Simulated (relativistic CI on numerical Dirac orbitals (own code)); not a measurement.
Bi25+: sensitivity of the levels to the model

Base calculation: Dirac-Coulomb-Breit CI, separate exchange-only KLI orbitals for each configuration, model QED, unscaled Slater integrals.

Configuration list (outside the closed core [Ar] 3d10): 4s²4p⁶4d¹⁰4f¹², 4s²4p⁶4d¹⁰4f¹¹5s, 4s²4p⁶4d¹⁰4f¹⁰5s², 4s²4p⁶4d¹⁰4f¹¹5p, 4s²4p⁶4d⁹4f¹³, 4s²4p⁶4d¹⁰4f¹⁰5s5p, 4s²4p⁶4d⁸4f¹⁴, 4s²4p⁵4d¹⁰4f¹³, 4s²4p⁶4d⁹4f¹²5s, 4s²4p⁶4d¹⁰4f¹¹5f, 4s²4p⁶4d¹⁰4f¹¹6s, 4s²4p⁶4d¹⁰4f¹¹6p, 4s4p⁶4d¹⁰4f¹³, 4s²4p⁴4d¹⁰4f¹⁴, 4s²4p⁵4d⁹4f¹⁴, 4p⁶4d¹⁰4f¹⁴. Levels of other configurations are missing.

Variants: (1) valence Slater integrals scaled by 0.9; (2) configuration mixing switched off; (3) one mean potential for all configurations. Shifts of the energy above 4s²4p⁶4d¹⁰4f¹² ³H6, in cm⁻¹, for the lowest level and the first level of each name with at least 55 % of one term (blank where a level changes its place among those of its configuration and J or its character, or is not in the variant):

| Level | Base | Δ(1) | Δ(2) | Δ(3) |
| --- | --- | --- | --- | --- |
| 4s²4p⁶4d¹⁰4f¹² ³H6 | 0 | 0 | 0 | 0 |
| 4s²4p⁶4d¹⁰4f¹² ³F4 | 10764 | -1088 | +1480 | +16 |
| 4s²4p⁶4d¹⁰4f¹² ³H5 | 42877 | +133 | -10 | -417 |
| 4s²4p⁶4d¹⁰4f¹² ³F3 | 57468 | -1152 | +1296 | -424 |
| 4s²4p⁶4d¹⁰4f¹² ³P0 | 95365 | -7903 | +5130 | -173 |
| 4s²4p⁶4d¹⁰4f¹² ¹I6 | 103692 | -6245 | +145 | -440 |
| 4s²4p⁶4d¹⁰4f¹² ³P1 | 111939 | -6360 | +3598 | -468 |
| 4s²4p⁶4d¹⁰4f¹² ¹S0 | 211533 | -12396 | +9853 | -863 |
| 4s²4p⁶4d¹⁰4f¹¹5s ⁵I°8 | 612338 | +4776 | -206 | -9274 |
| 4s²4p⁶4d¹⁰4f¹¹5s ⁵I°7 | 659147 | +4147 | -104 | -9277 |
| 4s²4p⁶4d¹⁰4f¹¹5s ⁵F°3 | 689052 | -718 | -88 | -9263 |
| 4s²4p⁶4d¹⁰4f¹¹5s ³K°8 | 704315 | -614 | -137 | -9262 |
| 4s²4p⁶4d¹⁰4f¹¹5s ³P°0 | 726221 | -2192 | -117 | -9258 |
| 4s²4p⁶4d¹⁰4f¹¹5s ³K°6 | 729328 | -1890 | -109 | -9260 |

At this charge transitions that keep the count of f electrons are usually good to a few per cent. Terms inside the open d or f shell come out 10 to 20 % too wide with unscaled integrals. Levels that differ in their count of f electrons can be misplaced by several ten thousand cm⁻¹, since the correlation energy of f electrons is missing or only estimated; rates across such gaps can be off by orders of magnitude.

Ionisation energy from one configuration of each of the two ions, the ground ones as tabulated or assumed: base 824.07 eV; valence Slater integrals scaled by 0.9 824.566 eV. The NIST ASD value (theoretical) is 810 ± 40 eV.

LS names give the leading component of a level, which can be under half, so a name can repeat, a term be missing and a line seem to break the LS rules.
